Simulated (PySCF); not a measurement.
Li(OH2)4 (H₈LiO₄), SMILES [OH2]->[Li+](<-[OH2])(<-[OH2])<-[OH2] (connectivity only; charge and spin as stated), charge +1, multiplicity 1.

Geometry optimised at B3LYP-D3(BJ)/def2-SVP. The isomer is the one that the SMILES or the coordinates give; other isomers of the formula were not compared.

The numbers are results of C-PCM-ωB97X/def2-SVP in PySCF, not measurements.

The values are the electrostatic part of the solvation free energy, E(continuum) − E(gas) at the gas-phase geometry, in a cavity of scaled van der Waals radii (PySCF's table); cavitation and dispersion terms are not included. A continuum can't describe solvent molecules that bind to the metal. In vacuum the orbital gap is 13.81 eV.

```tsv
solvent	ε	ΔG(elec) (kcal/mol)	gap (eV)
water	78.36	-57.7	13.24
cyclohexanone	15.62	-54.7	13.27
toluene	2.37	-33.7	13.49
```
